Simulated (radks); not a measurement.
Values are calculated unless marked as measured or tabulated.
Task: Cd3+, configuration [Kr] 4d7 5s2 (not the ground configuration). Level of theory: Dirac Kohn-Sham, PBE, spin-unpolarised, spherical densities, finite nucleus; open shells fill j = l - 1/2 first; Fermi nuclear charge, rms radius 4.6087 fm (a radial shooting solver on a logarithmic mesh with Libxc functionals).

Spin-orbit splittings of the eigenvalues, e(l+1/2) - e(l-1/2), with zeta = 2 splitting/(2l+1) and mean radii in bohr:

| shell | occ. | splitting (eV) | zeta (eV) | <r> j=l-1/2 | <r> j=l+1/2 |
|---|---|---|---|---|---|
| 2p | 6 | 192.4 | 128.3 | 0.1112 | 0.1164 |
| 3p | 6 | 34.40 | 22.93 | 0.3493 | 0.3603 |
| 3d | 10 | 6.995 | 2.798 | 0.3324 | 0.3359 |
| 4p | 6 | ? | ? | 0.9190 | 0.9466 |
| 4d | 7 | 0.8572 | 0.3429 | 1.133 | 1.144 |

Estimate the 4p splitting.

Result: 6.107 eV (zeta = 4.071 eV).
